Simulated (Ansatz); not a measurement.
```xyz
2

Si    0.0000    0.0000    0.0000
H     0.0000    0.0000    2.5560
```

Basis set: pcseg-2 (spherical functions). Charge 0, multiplicity 2.

Computed with Ansatz (development build ahead of 0.2.0); each method stands on the lowest determinant of its kind that the runs found.

The atomization energy at this shape (free ground-state atoms in the same class of orbitals less the molecule, no zero-point energy) of doublet SiH:

```json
{"method": "PBE (unrestricted)", "atomization energy": "1.01 eV"}
{"method": "UHF", "atomization energy": "0.25 eV"}
```

(1) What does PBE0 (unrestricted) give?

Results:

(1) 0.80 eV. Caution: the shape is not the minimum. Caution for PBE0 (unrestricted), UHF: the unrestricted determinant is spin contaminated.
